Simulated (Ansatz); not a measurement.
`[NH2][AlH][Br]` + HBr → `[Br][AlH][Br]` + NH₃ at 500 K and 1 bar (ligand exchange at the Al–N bond).

Calculated with Ansatz (gas phase, PBE0-D4/def2-TZVP geometries, no zero-point term in ΔE). CCSD(T)/CBS is the MP2 limit (def2-TZVPP, def2-QZVPP) plus CCSD(T) − MP2 in def2-TZVPP, frozen cores. This one scheme is used for every species. For Br outer-core shells are correlated without core-valence functions, which leaves a few kJ/mol of doubt a bond. Scalar relativity is left out up to krypton. One conformer a species, not always the lowest.

```csv
species,CCSD(T)/CBS energy (Eh),H − E (kJ/mol),S (J/(mol·K))
`[NH2][AlH][Br]`,-2871.94728,121.4,348.9
HBr,-2573.91920,30.5,213.7
`[Br][AlH][Br]`,-5389.38299,52.1,346.8
NH₃,-56.50880,108.2,211.8
```

H − E and S are ideal-gas, rigid-rotor, harmonic terms from PBE0-D4/def2-TZVP, for one conformer and one mirror image of each species. 1 Eh = 2625.50 kJ/mol, R = 8.31446 J/(mol·K).

Task: By hand: ΔE, ΔH, ΔS and ΔG.

Result: ΔE = (-5389.38299) + (-56.50880) − (-2871.94728) − (-2573.91920) = -0.02531 Eh = -66.5 kJ/mol. Δ(H − E) = 52.1 + 108.2 − 121.4 − 30.5 = 8.4, so ΔH = -58.1 kJ/mol. ΔS = 346.8 + 211.8 − 348.9 − 213.7 = -4.0 J/(mol·K). ΔG = -58.1 − 500 × (-4.0)/1000 = -56.1 kJ/mol.

Task: By hand: the equilibrium constant, and the temperature at which ΔG would vanish if ΔH and ΔS stayed fixed.

Result: log₁₀ K = −ΔG/(RT ln 10) = 5.9. ΔG = 0 at ΔH/ΔS = 14525 K, far beyond where these terms or the molecules hold.

The number of gas molecules stays the same, so ΔS is small and ΔH decides. A doubt of 5 kJ/mol in ΔE shifts log₁₀ K by 0.5 here. Other conformers and mirror images would add mixing entropy, several J/(mol·K) or more a flexible species. These are equilibria of isolated gas molecules and say nothing of rates. Largest T1 diagnostic: 0.008 (customary marks: 0.02 for closed shells, 0.045 for open ones).
